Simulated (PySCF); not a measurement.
[Gd(OH)4]−: from a saddle point downhill

PySCF 2.14.0, RKS BP86, Gd lcecp-1-SVP with ECP53, O def2-SVP, H def2-SVP; non-relativistic Hamiltonian with scalar-relativistic core potentials where named; density fitting; no spin-orbit coupling. Relaxed within the symmetry of its start, the geometry (S4) is

```xyz
9

Gd    0.0000    0.0000    0.0000
O     1.2556    1.2442    1.2262
H     2.0428    1.5500    1.6973
O    -1.2556   -1.2442    1.2262
H    -2.0428   -1.5500    1.6973
O     1.2442   -1.2556   -1.2262
H     1.5500   -2.0428   -1.6973
O    -1.2442    1.2556   -1.2262
H    -1.5500    2.0428   -1.6973
```

and its lowest harmonic modes are -60, -59, -30, 40, 62, 98 cm⁻¹ (negative: unstable). It was moved along the lowest mode and relaxed again.

(1) Where does it end, and how much lower?

(2) How do the contacts change?

(3) Is the end a minimum?

An lcecp potential fixes the number of 4f electrons, so in runs with it no electron can move into or out of that shell.

State: singlet in the valence, with the 4f electrons in the core potential.

Results:

(1) In C1, 0.001 eV lower, after 3 steps:
```xyz
9

Gd    0.0088    0.0024    0.0032
O     1.2511    1.2492    1.2327
H     1.8797    1.6766    1.8292
O    -1.2697   -1.2346    1.2318
H    -2.1729   -1.4075    1.5378
O     1.2261   -1.2699   -1.2369
H     1.4968   -2.0644   -1.7171
O    -1.2621    1.2418   -1.2079
H    -1.6012    2.0187   -1.6729
```

(2) 
```json
{"contact": "Gd1–O2 (OH)", "saddle (Å)": "2.151", "end (Å)": "2.147"}
{"contact": "Gd1–O4 (OH)", "saddle (Å)": "2.151", "end (Å)": "2.162"}
{"contact": "Gd1–O6 (OH)", "saddle (Å)": "2.151", "end (Å)": "2.154"}
{"contact": "Gd1–O8 (OH)", "saddle (Å)": "2.151", "end (Å)": "2.149"}
```


(3) No, 2 of the modes stay unstable (below −25 cm⁻¹); lowest modes -74, -57, 5, 67, 84, 100 cm⁻¹.
